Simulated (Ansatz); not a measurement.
`C[Se]B[SiH3]` + `[NH2][AlH2]` → `[AlH2][NH][SiH3]` + `B[Se]C` at 500 K and 1 bar (cleavage of the Si–B bond).

Calculated with Ansatz (gas phase, PBE0-D4/def2-TZVP geometries, no zero-point term in ΔE). CCSD(T)/CBS adds triple-zeta CCSD(T) − MP2 to the extrapolated MP2 energy (def2 sets, frozen cores). This one scheme is used for every species. For Se outer-core shells are correlated without core-valence functions, which leaves a few kJ/mol of doubt a bond. Scalar relativity is left out up to krypton. One conformer a species, not always the lowest.

| species | CCSD(T)/CBS energy (Eh) | H − E (kJ/mol) | S (J/(mol·K)) |
| --- | --- | --- | --- |
| `C[Se]B[SiH3]` | -2756.84434 | 245.7 | 431.3 |
| `[NH2][AlH2]` | -299.14566 | 129.9 | 289.4 |
| `[AlH2][NH][SiH3]` | -589.44550 | 184.4 | 371.1 |
| `B[Se]C` | -2466.56684 | 187.2 | 346.5 |

H − E and S are ideal-gas, rigid-rotor, harmonic terms from PBE0-D4/def2-TZVP, for one conformer and one mirror image of each species. 1 Eh = 2625.50 kJ/mol, R = 8.31446 J/(mol·K).

Q: By hand: ΔE, ΔH, ΔS and ΔG.

A: ΔE = (-589.44550) + (-2466.56684) − (-2756.84434) − (-299.14566) = -0.02234 Eh = -58.7 kJ/mol. Δ(H − E) = 184.4 + 187.2 − 245.7 − 129.9 = -4.0, so ΔH = -62.7 kJ/mol. ΔS = 371.1 + 346.5 − 431.3 − 289.4 = -3.1 J/(mol·K). ΔG = -62.7 − 500 × (-3.1)/1000 = -61.2 kJ/mol.

Q: By hand: the equilibrium constant, and the temperature at which ΔG would vanish if ΔH and ΔS stayed fixed.

A: log₁₀ K = −ΔG/(RT ln 10) = 6.4. ΔG = 0 at ΔH/ΔS = 20226 K, far beyond where these terms or the molecules hold.

The number of gas molecules stays the same, so ΔS is small and ΔH decides. A doubt of 5 kJ/mol in ΔE shifts log₁₀ K by 0.5 here. Other conformers and mirror images would add mixing entropy, several J/(mol·K) or more a flexible species. These are equilibria of isolated gas molecules and say nothing of rates. Largest T1 diagnostic: 0.014 (customary marks: 0.02 for closed shells, 0.045 for open ones).
